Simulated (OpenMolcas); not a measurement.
An atom or ion with 15 electrons was computed by XMS-CASPT2, IPEA 0.25 Eh, imaginary shift 0.1 Eh with spin-orbit coupling (OpenMolcas, ANO-RCC-VTZP, DKH2). The lowest levels that the run gave, each within 12 % of the measured value where one is at hand:

```tsv
J	Parity	E (cm-1)	g
3/2	odd	0.0	2.002
3/2	odd	22300	0.804
5/2	odd	22420	1.200
1/2	odd	36120	0.666
3/2	odd	36240	1.330
5/2	even	118220	1.601
3/2	even	119110	1.735
1/2	even	119620	2.670
3/2	even	155460	0.800
5/2	even	155570	1.201
1/2	even	190310	1.992
3/2	even	199730	1.334
```

Question: Which ion is it, and what are the configurations and terms?

Answer: Ar IV (Z = 18, charge +3; active space 5 electrons in 8 orbitals (3s 3p 4s 4p)). J, parity and g give the terms where levels are pure, and mixed ones are named by the computed weights; the size of the splittings, set against known spectra of the 15-electron sequence, gives the charge. In order, with the measured energies in cm-1 (Saloman, J. Phys. Chem. Ref. Data 39, 033101 (2010)): 3s2 3p3 4S* 3/2, 3s2 3p3 2D* 3/2 (21091), 3s2 3p3 2D* 5/2 (21220), 3s2 3p3 2P* 1/2 (34855), 3s2 3p3 2P* 3/2 (35032), 3s 3p4 4P 5/2 (117563), 3s 3p4 4P 3/2 (118516), 3s 3p4 4P 1/2 (119043), 3s 3p4 2D 3/2 (145921), 3s 3p4 2D 5/2 (145999), 3s 3p4 2S 1/2 (177832), 3s 3p4 2P 3/2 (222956).

CASPT2 does not keep the components of a term degenerate, so their means are used; among the terms shown or strongly mixed into the levels shown the widest spread is 2000 cm-1 (3s 3p4 2D). Over all roots computed the reference weight is 0.87 to 0.97; the roots of lowest weight are the least certain, and an intruder state may touch them. Active for correlation alone: 4p 4s; no level in the range computed is led by a configuration that fills them, so any true level of that kind is missing. Terms of s pⁿ other than that of highest spin mix with s² pⁿ⁻² d, which this space lacks; all of them can be thousands of cm-1 off, and some have no real level of that name. Computed and measured levels are paired by configuration, term and J; levels that our copy of the source lacks, or whose pairing is in doubt (as where it misses far off the trend of its configuration), stay unpaired and out of the deviations. Levels of configurations outside the active space are missing.

* marks odd parity.
